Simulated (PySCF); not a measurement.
# Atomic charges by several schemes

Species: C6H14P2.
SMILES with atom numbers: `[CH3:1][CH2:2][P:3]1[CH2:4][CH2:5][PH:6][CH2:7][CH2:8]1` (hydrogens: H9, H10, H11 on C1; H12, H13 on C2; H14, H15 on C4; H16, H17 on C5; H18 on P6; H19, H20 on C7; H21, H22 on C8)

Geometry (GFN2-xTB, Å), atoms numbered from 1 in this order:
```xyz
22
C6H14P2 angstrom
C      3.0342   -0.5686   -0.8361
C      2.0849    0.2974   -0.0185
P      0.4168    0.4566   -0.8305
C     -0.2902   -1.2087   -0.3794
C     -1.8063   -1.2170   -0.5495
P     -2.6163   -0.2438    0.8165
C     -1.9334    1.4233    0.3427
C     -0.4179    1.4389    0.5160
H      2.6597   -1.5873   -0.9100
H      4.0189   -0.5985   -0.3729
H      3.1396   -0.1701   -1.8431
H      1.9668   -0.1076    0.9912
H      2.4900    1.3102    0.0667
H     -0.0202   -1.4606    0.6521
H      0.1606   -1.9511   -1.0455
H     -2.0838   -0.7997   -1.5223
H     -2.1863   -2.2421   -0.4934
H     -3.8419   -0.0800    0.1540
H     -2.2028    1.6591   -0.6914
H     -2.3963    2.1680    0.9980
H     -0.1434    1.0350    1.4966
H     -0.0429    2.4656    0.4511
```

Density: PBE0/pcSseg-1 (PySCF); schemes: Mulliken, IAO, Hirshfeld and ESP-fitted. One conformer (not necessarily the lowest) at the GFN2-xTB geometry, without solvent, vibrations or thermal averaging.

Q: Which atoms carry the lowest charge in the Mulliken, IAO, Hirshfeld and ESP-fitted schemes?

A: The schemes don't all agree: Mulliken C2 (-0.477); IAO C4 (-0.436); Hirshfeld C1 (-0.121); ESP-fitted C4 (-0.320).

Q: For which atoms does the sign change between the 4 schemes (beyond +0.03 e in one, beyond −0.03 e in another)?

A: P3, P6 and H18.

Q: What partial charge does each atom carry?

A: In e:

| atom | environment | Mulliken | IAO | Hirshfeld | ESP-fitted |
| --- | --- | --- | --- | --- | --- |
| C1 | methyl carbon | -0.259 | -0.415 | -0.121 | -0.255 |
| C2 | sp3 carbon bound to phosphorus | -0.477 | -0.427 | -0.111 | -0.010 |
| P3 | phosphine phosphorus | +0.327 | +0.467 | +0.144 | -0.195 |
| C4 | sp3 carbon bound to phosphorus | -0.433 | -0.436 | -0.118 | -0.320 |
| C5 | sp3 carbon bound to phosphorus | -0.428 | -0.430 | -0.117 | -0.163 |
| P6 | phosphine phosphorus | +0.233 | +0.322 | +0.102 | -0.273 |
| C7 | sp3 carbon bound to phosphorus | -0.426 | -0.430 | -0.117 | -0.027 |
| C8 | sp3 carbon bound to phosphorus | -0.433 | -0.435 | -0.118 | -0.255 |
| H9 | methyl hydrogen | +0.117 | +0.136 | +0.038 | +0.086 |
| H10 | methyl hydrogen | +0.122 | +0.144 | +0.042 | +0.060 |
| H11 | methyl hydrogen | +0.122 | +0.143 | +0.037 | +0.090 |
| H12 | methylene hydrogen | +0.135 | +0.129 | +0.035 | +0.050 |
| H13 | methylene hydrogen | +0.146 | +0.143 | +0.039 | +0.088 |
| H14 | methylene hydrogen | +0.144 | +0.129 | +0.031 | +0.182 |
| H15 | methylene hydrogen | +0.161 | +0.146 | +0.039 | +0.163 |
| H16 | methylene hydrogen | +0.150 | +0.138 | +0.033 | +0.125 |
| H17 | methylene hydrogen | +0.156 | +0.149 | +0.040 | +0.128 |
| H18 | P–H hydrogen | +0.039 | -0.034 | -0.020 | +0.111 |
| H19 | methylene hydrogen | +0.150 | +0.137 | +0.033 | +0.076 |
| H20 | methylene hydrogen | +0.155 | +0.149 | +0.040 | +0.088 |
| H21 | methylene hydrogen | +0.144 | +0.130 | +0.031 | +0.120 |
| H22 | methylene hydrogen | +0.156 | +0.147 | +0.039 | +0.132 |

Mean size of the charges over all atoms: IAO 0.237 e, Mulliken 0.223 e, ESP-fitted 0.136 e, Hirshfeld 0.066 e. Each set sums to the total charge, 0, to within 0.001 e. The Mulliken scheme counts on each atom the diagonal of the density matrix times the overlap matrix over that atom's basis functions.

Q: How many electrons does the ESP-fitted scheme count on C7?

A: Z − q = 6 − (-0.027) = 6.027.

Q: Sum the charges by element.

A: 
```csv
element,atoms,Mulliken,IAO,Hirshfeld,ESP-fitted
C,6,-2.456,-2.574,-0.702,-1.029
P,2,+0.560,+0.788,+0.246,-0.469
H,14,+1.896,+1.785,+0.455,+1.498
```
